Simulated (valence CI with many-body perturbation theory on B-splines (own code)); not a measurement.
## Run record, Hf58+

Computed by configuration interaction combined with many-body perturbation theory (CI+MBPT): four valence electrons over a frozen Dirac-Fock core [Ne], radial functions for each j: 11 s, 11 p, 10 d, 8 f, 5 g, 2 h, with the one-electron correlation potential Σ1 (screened to all orders), the two-electron term Σ2, the three-electron term Σ3, Breit, model QED; selected single and double excitations, second order for the rest, scaled by the run's own slope (own B-spline code, finite nucleus).

Command, and the settings that its task file holds:

```sh
python run_cv.py task.json out
```

```
atom Hf  Z=72  mass_number=180  rms_radius_fm=5.3470
core [Ne]
valence 3s2 3p2
avg = 1
basis = M
breit = 1
cap = 32000
capref = 2000
cscale = 1
de = 0.0
dress = 0
eps = 2e-08
extrap = 1
h = 0.27
hh = 1
l2 = 3
lcore = 6
maxit = 60
n2 = 5
natural = 1
nlev = 150
nno = [5, 5, 5, 4, 2, 1]
nroot = 36
nsp = [6, 6, 5, 4, 3, 1]
pt2 = 1
qed = 1
rpa = 1
s1 = 1
s2 = 1
s3 = 1
screen = 1
tol = 2e-05
whole = 1
```

(1) Roughly how long does this run take on one core of Arm Neoverse V2, and how much memory?

Log. The first blocks belong to the next ion, which gives the ionisation energy. Fields: 2J, parity (1 odd), roots, reference size, generating configurations, candidates as configurations/state functions, variational space P, stored matrix elements, Davidson steps; e2 is the range of second-order energies in hartree. The first line gives the box (bohr), its intervals, the orbitals and the steps of their self-consistent field. Window is the range of levels sought, series limit the energy at which the first omitted orbital would enter, core excitation an estimate of the first excitation out of the core, left out the lowest levels not solved, and shifts from estimates the range by which levels moved from their first estimate, all in cm⁻¹.

```
rmax 3.2 intervals 57 orbitals 83 references ['3s2 3p2', '3s2 3p 3d', '3s 3p3', '3s 3p2 3d', '3s2 3d2'] scf 3 t 0.8
2J=1 par=1 roots 2 ref 37 generators 5 cand 5816/8892 P 2098/3120 nnz 1.8e+06 it 5
2J=1 par=1 roots 2 ref 37 generators 7 cand 3748/5809 P 2715/4115 nnz 2.8e+06 it 4
   second order: generators 10 cand 4469/6997 e2 -0.00001 -0.00001
reference levels 1212, estimated 404, window 12209544 1/cm; series limit 41791379, core excitation 63326530
2J=0 par=0 roots 12 ref 61 generators 19 cand 16702/29503 P 4168/6399 nnz 2.8e+06 it 5
2J=0 par=0 roots 12 ref 61 generators 22 cand 14229/25664 P 12706/21753 nnz 2.7e+07 it 9
   second order: generators 29 cand 19510/43540 e2 -0.00004 -0.00000
2J=2 par=0 roots 18 ref 125 generators 17 cand 20761/84528 P 1972/6400 nnz 4.4e+06 it 5
2J=2 par=0 roots 18 ref 125 generators 20 cand 19673/81052 P 8417/31998 nnz 6.9e+07 it 7
   second order: generators 31 cand 28108/149620 e2 -0.00071 -0.00021
2J=4 par=0 roots 27 ref 164 generators 26 cand 22192/120518 P 1822/6399 nnz 4.5e+06 it 7
2J=4 par=0 roots 27 ref 164 generators 28 cand 21496/118405 P 7609/31998 nnz 6.7e+07 it 9
   second order: generators 42 cand 30859/232614 e2 -0.00295 -0.00072
2J=4 par=1 roots 26 ref 164 generators 23 cand 22274/120828 P 1663/6396 nnz 4.6e+06 it 4
2J=4 par=1 roots 26 ref 164 generators 26 cand 21523/118093 P 7203/31998 nnz 7e+07 it 7
   second order: generators 36 cand 31213/232196 e2 -0.00314 -0.00080
2J=2 par=1 roots 23 ref 134 generators 22 cand 20802/84816 P 2143/6398 nnz 4.1e+06 it 5
2J=2 par=1 roots 23 ref 134 generators 25 cand 19634/81419 P 9004/32000 nnz 6.4e+07 it 10
   second order: generators 36 cand 27733/149924 e2 -0.00141 -0.00041
2J=6 par=1 roots 20 ref 138 generators 19 cand 22522/133818 P 1748/6397 nnz 4.5e+06 it 9
2J=6 par=1 roots 20 ref 138 generators 22 cand 21531/130424 P 7053/31997 nnz 7e+07 it 9
   second order: generators 35 cand 31476/268627 e2 -0.00300 -0.00116
2J=6 par=0 roots 16 ref 123 generators 15 cand 22499/133413 P 1553/6399 nnz 4.9e+06 it 5
2J=6 par=0 roots 16 ref 123 generators 17 cand 21649/130146 P 6402/31994 nnz 7.5e+07 it 7
   second order: generators 28 cand 31970/268470 e2 -0.00235 -0.00086
2J=0 par=1 roots 10 ref 50 generators 14 cand 16612/29128 P 3971/6399 nnz 3.2e+06 it 5
2J=0 par=1 roots 10 ref 50 generators 17 cand 14250/25279 P 13369/23846 nnz 3.4e+07 it 7
   second order: generators 24 cand 18731/41036 e2 -0.00003 -0.00000
2J=8 par=1 roots 13 ref 86 generators 10 cand 21319/124628 P 1668/6398 nnz 4.6e+06 it 7
...
2J=10 par=0 roots 3 ref 28 generators 9 cand 16211/95535 P 6415/31988 nnz 8.6e+07 it 5
   second order: generators 9 cand 11729/69945 e2 -0.00051 -0.00015
2J=10 par=1 roots 5 ref 39 generators 5 cand 16120/95471 P 1991/6398 nnz 4.3e+06 it 4
2J=10 par=1 roots 5 ref 39 generators 10 cand 16164/95664 P 6689/31999 nnz 8.1e+07 it 5
   second order: generators 14 cand 22608/164878 e2 -0.00064 -0.00036
2J=12 par=1 roots 1 ref 12 generators 2 cand 8459/51229 P 2073/6397 nnz 5.1e+06 it 4
2J=12 par=1 roots 1 ref 12 generators 2 cand 7335/47342 P 4442/20124 nnz 4.8e+07 it 4
   second order: generators 6 cand 13228/79672 e2 -0.00011 -0.00011
left out: unestimated 17704058, estimated 12849474, shifts from estimates -28 to 153
operators 0.8
```

The Davidson iterations converged.

No measured spectrum was set against this ion. As an estimate, large intervals hold to a few tenths of a per cent, small ones and those within an open d or f shell to about a per cent. Among the levels kept, up to 560 cm⁻¹ of a level comes from second order outside the variational space, and about a tenth of that is noise between levels of different J, which matters for small intervals.

```
Valence energy                            : -943.0015 hartree
Ionisation energy                         : 6150.5 eV (NIST: 6149 ± 6 eV (theoretical))
Reference configurations for the orbitals : 3s2 3p2, 3s2 3p 3d, 3s 3p3, 3s 3p2 3d, 3s2 3d2
Radial orbitals                           : 83
Box radius                                : 3.194 bohr
Largest variational space                 : 32000
Lowest levels                             : (3s^2 3p1/2^2) J=0 0.00, (3s^2 3p1/2 3p3/2) J=1 2453.1, (3s^2 3p1/2 3p3/2) J=2 2526.2, (3s 3p1/2^2 3p3/2) J=2 3753.8, (3s 3p1/2^2 3p3/2) J=1 3971.7, (3s^2 3p1/2 3d3/2) J=2 4168.8, (3s^2 3p1/2 3d3/2) J=1 4506.2, (3s^2 3p1/2 3d5/2) J=2 4895.2, (3s^2 3p1/2 3d5/2) J=3 4903.3, (3s^2 3p3/2^2) J=2 5034.3, (3s^2 3p3/2^2) J=0 5193.5, (3s 3p1/2^2 3d3/2) J=1 5501.6, (3s 3p1/2^2 3d3/2) J=2 5558.3, (3s 3p1/2 3p3/2^2) J=2 [a] 6145.0 × 10³ cm⁻¹
```

Levels are named by their leading jj configuration (3d3/2^4 stands for four electrons in 3d with j = 3/2), which in mixed levels can hold well under half, so a name can repeat and another be missing. Letters in brackets count levels of one name in rising energy.

Results:

(1) 100 s on 1 thread of Arm Neoverse V2, with other jobs on the host, peak memory 0.92 GiB.
